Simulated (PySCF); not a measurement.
Geometry:
```csv
atom,x (Å),y (Å),z (Å)
C1,2.573,-0.822,-1.541
C2,1.794,-0.254,-0.365
C3,0.973,0.983,-0.725
Si4,-0.025,1.695,0.715
Si5,-1.466,0.040,1.549
Ge6,-2.539,-1.022,-0.296
H7,3.158,-1.708,-1.251
H8,1.895,-1.121,-2.357
H9,3.273,-0.077,-1.951
H10,1.126,-1.035,0.041
H11,2.491,-0.008,0.456
H12,1.628,1.779,-1.121
H13,0.265,0.744,-1.540
H14,0.887,2.178,1.802
H15,-0.855,2.854,0.254
H16,-0.704,-0.998,2.316
H17,-2.502,0.621,2.460
H18,-3.291,0.019,-1.150
H19,-3.547,-2.095,0.158
H20,-1.489,-1.700,-1.198
```

Geometry: PBE0-D3(BJ)/def2-SVP; GIAO absolute shieldings from PySCF 2.14, gas phase, non-relativistic, averaged over equivalent atoms.

At B3LYP/pcSseg-1 (210 basis functions, 53 s wall time on 1 thread of an Arm Neoverse V2, shared host):
```
      atoms  σ (ppm)
         C2    154.8
         C1    158.3
         C3    165.5
        Si4    400.6
        Si5    443.8
        Ge6   1640.2
    H14/H15    27.44
H18/H19/H20    27.86
    H16/H17    27.93
    H10/H11    30.17
   H7/H8/H9    30.29
    H12/H13    30.72
```

Predict the values at B97-D/pcSseg-1 on the same geometry.

Answers


| atoms | σ at B97-D/pcSseg-1 | change |
| --- | --- | --- |
| C2 | 153.8 | -1.0 |
| C1 | 157.9 | -0.4 |
| C3 | 165.0 | -0.5 |
| Si4 | 408.7 | +8.1 |
| Si5 | 449.4 | +5.6 |
| Ge6 | 1609.7 | -30.5 |
| H14/H15 | 27.44 | +0.00 |
| H18/H19/H20 | 27.81 | -0.05 |
| H16/H17 | 27.91 | -0.02 |
| H10/H11 | 30.12 | -0.05 |
| H7/H8/H9 | 30.30 | +0.01 |
| H12/H13 | 30.67 | -0.05 |

The largest change is at Ge6 (germanium bonded to Si, 3 H). Cost: 210 basis functions, 51 s wall time on 1 thread of an Arm Neoverse V2, shared host. The order of the carbon signals is the same at both levels.

Relativistic effects, spin–orbit coupling among them, are left out; they matter for Ge and for the light atoms bonded to it.
